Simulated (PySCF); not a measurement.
# Structure elucidation problem

Molecular formula: C₅H₁₃NOSi. Simulated spectra:

1H NMR (500 MHz, computed): δ 6.17 (m, 1H), 5.93 (m, 1H), 4.99 (s, 2H), 4.86 (d, 2H), 2.12 (m, 2H), 0.93 (t, 3H), 0.23 (br s, 2H).

13C{1H} NMR (computed): δ 140.1 (CH), 140.0 (CH), 61.4 (CH2), 26.0 (CH2), 17.2 (CH3).

- PBE0/pcSseg-1 with gauge-including orbitals
- GFN2-xTB geometry
- code: PySCF 2.14.0 with density-fitted response routines
- a single conformation, averaged over atoms made equivalent by symmetry, fast rotation or ring inversion, no solvent, no relativistic terms

Scale: 1H (31.72 ppm) and 13C (186.93 ppm) against TMS (reference shieldings calculated alike).

Task: Propose a structure and justify it.

Result: 
1. Rings plus π bonds: 1 (no ring in the answer).
2. 5 carbon signals for 5 carbons: no two carbons are equivalent.
3. Carbon types of the structure: 2 × CH, 2 × CH2, 1 × CH3, leaving 4 H on heteroatoms.
4. δC 140.1, 140.0: alkene CH; as expected for a trigonal carbon in a double bond.
5. δC 61.4: allylic sp3 CH2 bonded to O; deshielded by the electronegative neighbour.
6. δC 26.0: allylic sp3 CH2; aliphatic region, no heteroatom directly attached.
7. δC 17.2: methyl carbon; saturated and bonded to C and H only.
8. δH 6.17, 5.93: hydrogen on an alkene CH; olefinic region.
9. δH 4.86: hydrogen on an allylic sp3 CH2 bonded to O; its carbon carries O, an electronegative neighbour.
10. δH 0.23: hydrogen on a nitrogen bonded to Si; labile proton, position sensitive to the medium.

Structure: `InChI=1S/C5H13NOSi/c1-2-3-4-5-7-8-6/h3-4H,2,5-6,8H2,1H3/b4-3-`.

This is the structure that produced the data.

OH/NH shifts are gas-phase values; hydrogen bonding in solution moves them, usually downfield. Shifts are as computed. Against solution values, carbons near 30 ppm lie about +3 ppm off and those near 130 ppm about +5 ppm. Of 1211 compounds with measured shifts, 218 miss one by over three times the rms of a fit or turn the order of signals round; such compounds aren't used in these exercises. No couplings were computed; multiplicities are counted from neighbouring protons, with m where these are inequivalent, close in shift, in a saturated or five-membered ring or joined by F or P, and br s for small geminal =CH2 splittings.
